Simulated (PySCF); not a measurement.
Spinor energies of Ho³⁶⁺ (holmium, charge +36)

Start: [Ar] 3d10 4s2 4p1; 4p3/2 filled at m_j = +3/2. Calculated with PySCF 2.14 in an uncontracted even-tempered set (17 s from 3.9 bohr⁻², ratio 2.8; 13 p from 5.1 bohr⁻², ratio 2.8; 8 d from 9 bohr⁻², ratio 2.8; 4 f from 22 bohr⁻², ratio 3): generalised Hartree-Fock with the X2C-1e Hamiltonian and a Gaussian nucleus; one run each with spin-orbit coupling (SO) screened by Boettger's factors, then bare. This is a chosen level, not necessarily the ground level.

```json
{"spinor shell": "1s1/2", "electrons": "2", "ε, screened SO (eV)": "-57433.7", "ε, bare SO (eV)": "-57432.9", "weight of nominal j (bare SO)": "1.000", "rms radius, bare SO (bohr)": "0.0236"}
{"spinor shell": "2s1/2", "electrons": "2", "ε, screened SO (eV)": "-10991.3", "ε, bare SO (eV)": "-10991.0", "weight of nominal j (bare SO)": "1.000", "rms radius, bare SO (bohr)": "0.0951"}
{"spinor shell": "2p1/2", "electrons": "2", "ε, screened SO (eV)": "-10521.1", "ε, bare SO (eV)": "-10542.7", "weight of nominal j (bare SO)": "1.000", "rms radius, bare SO (bohr)": "0.0811"}
{"spinor shell": "2p3/2", "electrons": "4", "ε, screened SO (eV)": "-9657.2", "ε, bare SO (eV)": "-9649.6", "weight of nominal j (bare SO)": "1.000", "rms radius, bare SO (bohr)": "0.0880"}
{"spinor shell": "3s1/2", "electrons": "2", "ε, screened SO (eV)": "-3610.8", "ε, bare SO (eV)": "-3610.8", "weight of nominal j (bare SO)": "1.000", "rms radius, bare SO (bohr)": "0.242"}
{"spinor shell": "3p1/2", "electrons": "2", "ε, screened SO (eV)": "-3405.5", "ε, bare SO (eV)": "-3410.2", "weight of nominal j (bare SO)": "1.000", "rms radius, bare SO (bohr)": "0.233"}
{"spinor shell": "3p3/2", "electrons": "4", "ε, screened SO (eV)": "-3215.1", "ε, bare SO (eV)": "-3213.4", "weight of nominal j (bare SO)": "1.000", "rms radius, bare SO (bohr)": "0.246"}
{"spinor shell": "3d3/2", "electrons": "4", "ε, screened SO (eV)": "-2878.6", "ε, bare SO (eV)": "-2883.1", "weight of nominal j (bare SO)": "1.000", "rms radius, bare SO (bohr)": "0.216"}
{"spinor shell": "3d5/2", "electrons": "6", "ε, screened SO (eV)": "-2837.3", "ε, bare SO (eV)": "-2834.4", "weight of nominal j (bare SO)": "1.000", "rms radius, bare SO (bohr)": "0.221"}
{"spinor shell": "4s1/2", "electrons": "2", "ε, screened SO (eV)": "-1662.4", "ε, bare SO (eV)": "-1662.4", "weight of nominal j (bare SO)": "1.000", "rms radius, bare SO (bohr)": "0.513"}
{"spinor shell": "4p3/2", "electrons": "1", "ε, screened SO (eV)": "-1535.3", "ε, bare SO (eV)": "-1534.8", "weight of nominal j (bare SO)": "1.000", "rms radius, bare SO (bohr)": "0.521"}
```

| quantity | screened SO | bare SO |
| --- | --- | --- |
| E (hartree) | -11853.31338 | -11853.96637 |
| M_J | 3/2 | 3/2 |
| ⟨J²⟩ | 3.751 | 3.751 |
| ⟨L²⟩ | 2.038 | 2.041 |
| ⟨S²⟩ | 0.788 | 0.791 |

Each row is a mean over spinors that exchange with the open shell spreads, by up to 11.140 eV (4s1/2).

Breit and QED terms are absent; they matter most for the inner s and p1/2 levels.

Densities and radii are taken from the X2C orbitals without a picture-change correction, which distorts them close to the nucleus.
